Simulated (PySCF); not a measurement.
Several compounds and their computed core spectra got separated.

Method: delta-SCF UKS SCAN, pcX-2 on the ionised atom, pcseg-1 elsewhere, spin-free X2C in PySCF. Geometries: PBE0-D3(BJ)/def2-SVP; isolated species, one conformer each.

Line lists (1s up to Mg, 2p3/2 beyond, nothing for As; areas count atoms within a level, one atom standing for each set equivalent by bonding):
1. B 1s: 193.97 eV; C 1s: 289.27 (area 1), 290.02 (area 1), 290.31 (area 1) eV
2. C 1s: 292.72 (area 1), 293.06 (area 1), 294.13 (area 1) eV; O 1s: 539.09 eV; Cl 2p3/2: 206.49 (area 1), 206.49 (area 1) eV
3. B 1s: 188.34 eV; O 1s: 531.71 eV

Structures:
A. `ClC(Cl)[C@H]1CO1`
B. `[BH3-]O`
C. `CCC[BH2-][AsH3+]`

Question: Which list belongs to which compound?

Answer: 
- 1 = C: no other candidate has this set of levels. B 1s: 193.97 four-coordinate boron; C 1s: 289.27 sp3 carbon bound to boron, 290.02 chain CH2 carbon, 290.31 methyl carbon.
- 2 = A: no other candidate has this set of levels. C 1s: 292.72 sp3 carbon bound to oxygen, 293.06 sp3 carbon bound to oxygen, 294.13 CHCl2 carbon; O 1s: 539.09 epoxide oxygen; Cl 2p3/2: 206.49 alkyl chlorine, 206.49 alkyl chlorine.
- 3 = B: no other candidate has this set of levels. B 1s: 188.34 four-coordinate boron; O 1s: 531.71 boron-bound oxygen.

2p3/2 and 2p1/2 are the ΔSCF energy of one spin-free 2p hole plus the eigenvalues of a spin–orbit and ligand-field matrix of the shell.
